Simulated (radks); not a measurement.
The numbers below are computed, except where a source is named.
Problem. These are the eigenvalues of the occupied orbitals of an atom or ion with whole-number occupations (hartree). Code: a radial shooting solver on a logarithmic mesh with Libxc functionals. Model: non-relativistic Kohn-Sham, LB94 model potential, spin-polarised, spherical densities, point nucleus.

| orbital | eigenvalue |
|---|---|
| 1s down | -301.3772 |
| 1s up | -301.3768 |
| 2s down | -36.29834 |
| 2s up | -36.29405 |
| 2p down | -31.83654 |
| 2p up | -31.83265 |
| 3s up | -4.34563 |
| 3s down | -4.31569 |
| 3p up | -2.99473 |
| 3p down | -2.96596 |
| 3d up | -0.77673 |
| 3d down | -0.75346 |

Which element is it, and in what charge state? The configuration may be excited. Open shells, if any, are filled with parallel spins first.

Solution. Z = 28, nickel, charge +1: Ni+ in [Ar] 3d9. The list shows which subshells hold electrons but not how many an open one holds; the 1s level, -301.38 hartree, gives Z - s = 24.6 by -(Z - s)^2/2, which with screening narrows Z to a few neighbours, and the depths of the outer levels then fix element, charge and occupations together.
